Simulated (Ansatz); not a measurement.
Basis sets compared for (H2In-mu-Cl)2 (In2H4Cl2). Total charge 0; singlet. Geometry PBE0-D4/def2-SVP. Ansatz on 4 threads of Arm Neoverse N1 on a shared host; times are rough, and most runs start from earlier orbitals.

```xyz
8

In   -0.5964   -0.3991   -1.7320
H     0.7147   -0.3820   -2.8256
H    -2.2827   -0.6657   -1.7186
Cl    0.2799   -1.7226    0.3006
In    0.5956    0.3990    1.7323
H     2.2815    0.6684    1.7287
H    -0.7216    0.3785    2.8185
Cl   -0.2709    1.7234   -0.3038
```

In the def2 sets In takes a core potential, while STO-3G treats all electrons; there is no spin–orbit coupling.

STO-3G and 6-31G are all-electron sets without relativity, so their totals don't compare with the def2 sets.

Binding counts from free atoms (In doublet, H doublet, Cl doublet) in the same basis, without a counterpoise term.

```json
{"level": "HF/STO-3G", "functions": "76", "energy (Eh)": "-12277.4776", "HOMO (eV)": "-9.29", "LUMO (eV)": "6.92", "binding per atom (eV)": "3.31", "wall time": "1.2 s"}
{"level": "PBE-D4/def2-SVP", "functions": "108", "energy (Eh)": "-1302.4894", "HOMO (eV)": "-6.94", "LUMO (eV)": "-1.87", "binding per atom (eV)": "2.30", "wall time": "1.6 s"}
{"level": "PBE0-D4/def2-SVP", "functions": "108", "energy (Eh)": "-1302.5750", "HOMO (eV)": "-8.23", "LUMO (eV)": "-1.15", "binding per atom (eV)": "2.31", "wall time": "2.8 s"}
```

Question: Estimate the rows for HF/def2-TZVP, PBE-D4/def2-TZVP (with forces), PBE0-D4/def2-TZVP.

Answer: 
```json
{"level": "HF/def2-TZVP", "functions": "198", "energy (Eh)": "-1299.8832", "HOMO (eV)": "-11.31", "LUMO (eV)": "1.16", "binding per atom (eV)": "1.74", "wall time": "3.6 s"}
{"level": "PBE-D4/def2-TZVP (with forces)", "functions": "198", "energy (Eh)": "-1302.8250", "HOMO (eV)": "-7.07", "LUMO (eV)": "-1.97", "binding per atom (eV)": "2.30", "wall time": "4.6 s"}
{"level": "PBE0-D4/def2-TZVP", "functions": "198", "energy (Eh)": "-1302.9036", "HOMO (eV)": "-8.33", "LUMO (eV)": "-1.26", "binding per atom (eV)": "2.30", "wall time": "6 s"}
```
